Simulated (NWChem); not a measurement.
# Excited singlets of H3O2 (+1) by symmetry

SMILES: O[OH2+]
```xyz
5

O     -0.6509     0.4324     0.0000
O      0.5529    -0.3693     0.0000
H     -1.3383    -0.2763     0.0000
H      1.0613    -0.1146     0.8131
H      1.0613    -0.1146    -0.8131
```
Charge +1, spin multiplicity 1.

All runs are NWChem calculations. All single points use one geometry, from B3LYP/def2-SVP, a minimum by its harmonic frequencies. It is one conformer; others weren't searched.

Basis set: aug-cc-pVDZ. Symmetry labels belong to the abelian group Cs used in the runs, with the axes of the coordinates shown. Entries are the lowest vertical excitation energy of each symmetry in eV (for CIS and TDDFT among the lowest few roots); a state of one symmetry need not have the same character in every method. Symmetries that some method's roots don't reach, or where a double excitation leads the EOM-CCSD root, are left out.

The correlated methods keep 2 core orbitals frozen. B3LYP has NWChem's definition, with VWN1-RPA local correlation. The structure started from a generated list of species. Coupled-cluster values serve here as a point of comparison, not as the truth.

```tsv
method	a"	a'
CIS	6.21	8.67
TD-PBE	5.64	7.50
TD-B3LYP	[?]	[?]
TD-LDA (SVWN5)	5.59	7.38
EOM-CCSD	6.12	8.23
```

Question: Complete the blanks.

Answer: 
- TD-B3LYP, a": 5.72
- TD-B3LYP, a': 7.68
